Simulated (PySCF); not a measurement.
## Electronic absorption of C5H13NSi

C5H13NSi.
Z-matrix (Å and degrees, GFN2-xTB geometry), rows numbered from 1:
```
C 
C   1  1.5250
C   2  1.5315  1  113.12
C   3  1.5314  2  111.68  1  -170.55
C   4  1.5267  3  108.54  2  -161.58
Si  5  1.8997  4  103.25  3    36.34
N   3  1.4512  2  111.42  1    71.67
H   1  1.0882  2  110.44  3    57.61
H   1  1.0878  2  111.19  3   -62.84
H   1  1.0877  2  110.36  3   177.36
H   2  1.0922  1  109.69  3   121.26
H   2  1.0926  1  108.99  3  -120.60
H   3  1.1032  2  108.45  1   -50.04
H   4  1.0918  3  108.06  2   -43.56
H   4  1.0917  3  110.72  2    74.78
H   5  1.0875  4  110.92  3   159.92
H   5  1.0903  4  110.02  3   -81.79
H   6  1.4684  5  112.46  4  -137.45
H   6  1.4666  5  114.27  4    95.18
H   7  1.0051  3  114.69  2   -51.65
```

Method used: TDDFT B3LYP/def2-SVPD, vertical, gas phase, core orbitals frozen in the response (PySCF 2.14.0, density-fitted response routines).

Task: List the vertical singlet excitations with oscillator strengths and describe the spectrum.

Result: 

```json
{"state": "S1", "λ (nm)": "223.8", "E (eV)": "5.54", "f": "0.012", "main configurations (H = HOMO, L = LUMO)": "H→L (95%)"}
{"state": "S2", "λ (nm)": "211.9", "E (eV)": "5.85", "f": "0.0074", "main configurations (H = HOMO, L = LUMO)": "H→L+1 (95%)"}
{"state": "S3", "λ (nm)": "193.1", "E (eV)": "6.42", "f": "0.0023", "main configurations (H = HOMO, L = LUMO)": "H→L+2 (88%)"}
{"state": "S4", "λ (nm)": "188.0", "E (eV)": "6.60", "f": "0.015", "main configurations (H = HOMO, L = LUMO)": "H→L+3 (56%), H→L+4 (36%)"}
{"state": "S5", "λ (nm)": "186.2", "E (eV)": "6.66", "f": "0.025", "main configurations (H = HOMO, L = LUMO)": "H→L+4 (62%), H→L+3 (36%)"}
{"state": "S6", "λ (nm)": "178.4", "E (eV)": "6.95", "f": "0.027", "main configurations (H = HOMO, L = LUMO)": "H→L+5 (96%)"}
{"state": "S7", "λ (nm)": "173.1", "E (eV)": "7.16", "f": "0.017", "main configurations (H = HOMO, L = LUMO)": "H→L+6 (96%)"}
{"state": "S8", "λ (nm)": "164.8", "E (eV)": "7.52", "f": "0.055", "main configurations (H = HOMO, L = LUMO)": "H-1→L (92%)"}
```

Triplets (Tamm–Dancoff): T1 5.31 eV, H→L (90%); T2 5.73 eV, H→L+1 (90%); T3 6.34 eV, H→L+2 (83%).

The lowest singlet comes at 224 nm (535 kJ/mol) in the ultraviolet; it is weak; its leading configuration is HOMO→LUMO (95%). The strongest level in the table is S8 at 7.52 eV (165 nm, f = 0.055). It is the last of those listed, so stronger ones may follow. Löwdin shares by element: HOMO nitrogen 55%, carbon 10% or more, silicon 10%, hydrogen 6% or more (atoms not listed hold the other 19%); LUMO silicon 24%, hydrogen 20% or more, carbon 10% or more (atoms not listed hold the other 46%). The oscillator strengths of these states sum to 0.160; summed over the whole spectrum of an exact calculation they would give the number of electrons, 64 (Thomas–Reiche–Kuhn). The listed states span 1.98 eV, and the widest gap between neighbours is 0.57 eV (S2 to S3). Weighted by f, the mean energy of these states is 6.93 eV. No computed singlet lies in the visible range (380 to 750 nm); the lowest, at 224 nm, stands 2.28 eV above its violet end (3.26 eV). The window holds the lowest 8 singlets.

Time: 68 s of wall time; peak memory 0.97 GiB. Hardware: one thread of an Arm Neoverse V1, no GPU, shared host with 32 logical CPUs at a one-minute load of 30.

One conformer stands for the species.
